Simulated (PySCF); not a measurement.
Correlation energy of Br (bromine, neutral)

[Ar] 3d10 4s2 4p5, 2P determinant. All numbers are calculated (PySCF 2.14, the spin-free X2C one-electron Hamiltonian (Gaussian nucleus), in x2c-TZVPPall (6s5p4d1f, 48 functions)). Frozen: [Ne]; 25 electrons correlated.

MP2 pair energies summed by pair of shells (mhartree):

```
 pair  energy  share (%)
3d-3d  -84.30       26.4
4p-4p  -81.44       25.5
4s-4p  -44.56       13.9
3p-3d  -36.90       11.5
3d-4p  -19.54        6.1
3s-3d  -16.29        5.1
3d-4s  -11.52        3.6
4s-4s   -8.06        2.5
3p-3p   -6.21        1.9
3s-3p   -4.16        1.3
3p-4p   -2.86        0.9
3p-4s   -2.33        0.7
3s-3s   -0.88        0.3
3s-4p   -0.46        0.1
3s-4s   -0.32        0.1
```

Total MP2 correlation energy: -319.84 mhartree.

Same-spin part -99.52 and opposite-spin part -220.32 mhartree; SCS-MP2 scales them by 1/3 and 6/5 to -297.56 mhartree.

This basis was not built for core-valence correlation, so the inner-shell part is incomplete.
